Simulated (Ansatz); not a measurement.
System: TiF3 (charge +1, singlet). 
Structure (B3LYP-D3(BJ)/def2-TZVP (Ansatz, an electronic-structure program) minimum search):
SMILES: [F][Ti+]([F])[F]
```xyz
4

Ti    -0.0670     0.0894     0.2355
F     -1.2812    -1.0099    -0.2165
F     -0.0034     1.4465    -0.7849
F      1.4485    -0.6550     0.4258
```
Charge +1, spin multiplicity 1.

Parts of the frozen-core correlation energy in def2-TZVPPD (Ansatz, hartree). Frozen orbitals: 12; correlated occupied orbitals by spin: 12 and 12; virtual: 163 and 163. No spin-orbit coupling. No relativistic terms.

| term | value |
|---|---|
| reference (HF) | -1146.72240 |
| MP2 opposite-spin | ___ |
| MP2 same-spin | -0.25212 |
| CCSD correlation | ___ |
| (T) | ___ |
| T1 diagnostic | 0.028 |
| largest doubles amplitude | 0.030 |

Complete the blanks.


- MP2 opposite-spin, value: -0.66265
- CCSD correlation, value: -0.88375
- (T), value: -0.04658
